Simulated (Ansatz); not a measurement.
Computed with frozen-core CCSD(T)/cc-pVTZ // B3LYP-D3(BJ)/def2-TZVP (Ansatz, a quantum-chemistry and plane-wave program).

Ansatz 0.2 input:
```yaml
crystal:
  periodic: [false, false, false]
  atoms:
    - { symbol: N, position_ang: [1.242089, 0.137033, -0.002483] }
    - { symbol: B, position_ang: [0.12609, -0.557306, 0.477449] }
    - { symbol: N, position_ang: [-1.223422, -0.219498, 0.327123] }
    - { symbol: H, position_ang: [2.182153, -0.178429, 0.151967] }
    - { symbol: H, position_ang: [1.189798, 0.996394, -0.533575] }
    - { symbol: H, position_ang: [-1.550997, 0.60005, -0.167176] }
    - { symbol: H, position_ang: [-1.965706, -0.778243, 0.706479] }
basis:
  gaussian: { orbitals: cc-pVTZ }
correlation:
  method: ccsd_t
magnetization:
  spin_polarized: true
  initial_magnetization: 1
```

Output:

```
Functional definition: HF
844 factors; integrals over basis functions are off by at most 1.1e-3 eV
mean field evaluation 1: about -3696.4209 eV, gradient 2.9e1 eV
mean field evaluation 2: about -3696.4238 eV, gradient 2.9e1 eV
mean field evaluation 4: about -3700.3801 eV, gradient 2.8e0 eV
mean field evaluation 8: about -3700.4923 eV, gradient 1.6e-1 eV
mean field evaluation 16: about -3700.4778 eV, gradient 7.7e-1 eV
mean field -3700.49276815 eV, -135.9906009455 hartree, gradient 2.0e-6 eV, S^2 0.754374; 0 other end points of the search recorded, 0 dependent functions left out
3 core orbitals not correlated
reference -3700.49276815 eV, -135.9906009455 hartree; 9, 8 occupied and 134, 135 virtual orbitals, 844 factors
second order -13.74619389 eV of doubles, -0.00000000 eV of singles
cycle   1  -13.97860705 eV  change   -2.3e-1 eV  update   6.8e-2
cycle   2  -14.27415761 eV  change   -3.0e-1 eV  update   2.1e-2
cycle   3  -14.33386331 eV  change   -6.0e-2 eV  update   1.1e-2
cycle   4  -14.32666777 eV  change    7.2e-3 eV  update   3.2e-3
cycle   5  -14.32669027 eV  change   -2.2e-5 eV  update   1.4e-3
cycle   6  -14.32655021 eV  change    1.4e-4 eV  update   4.5e-4
cycle   7  -14.32654238 eV  change    7.8e-6 eV  update   1.5e-4
cycle   8  -14.32657239 eV  change   -3.0e-5 eV  update   6.6e-5
cycle   9  -14.32657044 eV  change    1.9e-6 eV  update   2.3e-5
cycle  10  -14.32656639 eV  change    4.1e-6 eV  update   7.1e-6
perturbative correction -0.54662647 eV, -0.0200881524 hartree
Total energy: -3715.36596101 eV, -136.5371807017 hartree
```

Cost: roughly 90 core-seconds.
